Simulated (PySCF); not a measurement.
System: C6H13, charge 0, multiplicity 2. It need not be the lowest isomer of its formula. 
Geometry from a B3LYP-D3(BJ)/def2-TZVP (Ansatz) optimisation:
```xyz
19

C      2.5564     0.0413    -0.6473
C      1.1355     0.4573    -0.7676
C      0.0567    -0.1806     0.0438
C      0.1705     0.2202     1.5298
C     -1.3305     0.1387    -0.5319
C     -2.4844    -0.6072     0.1324
H      3.0499     0.4860     0.2310
H      3.1423     0.3430    -1.5177
H      2.6472    -1.0436    -0.5332
H      0.9056     1.3796    -1.2904
H      0.1987    -1.2704    -0.0023
H      1.1666     0.0020     1.9171
H     -0.5497    -0.3202     2.1461
H     -0.0111     1.2910     1.6505
H     -1.3184    -0.0961    -1.5999
H     -1.4990     1.2188    -0.4582
H     -2.3241    -1.6879     0.0975
H     -2.6059    -0.3239     1.1789
H     -3.4276    -0.3963    -0.3747
```
Charge 0, spin multiplicity 2.

Dispersion corrections to the total energy (kcal/mol) from the dftd3 and dftd4 libraries through PySCF: D3(BJ) without and D4 with the three-body term, each with the damping fitted for the functional named.

```tsv
functional	D3(BJ)	D4
HSE06	[?]	-6.80
CAM-B3LYP	-7.02	-7.35
TPSS	-11.75	-11.79
r2SCAN	-2.81	-2.39
TPSSh	[?]	-10.78
BLYP	[?]	-19.27
B2GP-PLYP	-4.86	-3.70
```

### Question
What belongs in the gaps?

### Answer

- HSE06, D3(BJ): -5.93
- TPSSh, D3(BJ): -10.75
- BLYP, D3(BJ): -19.24
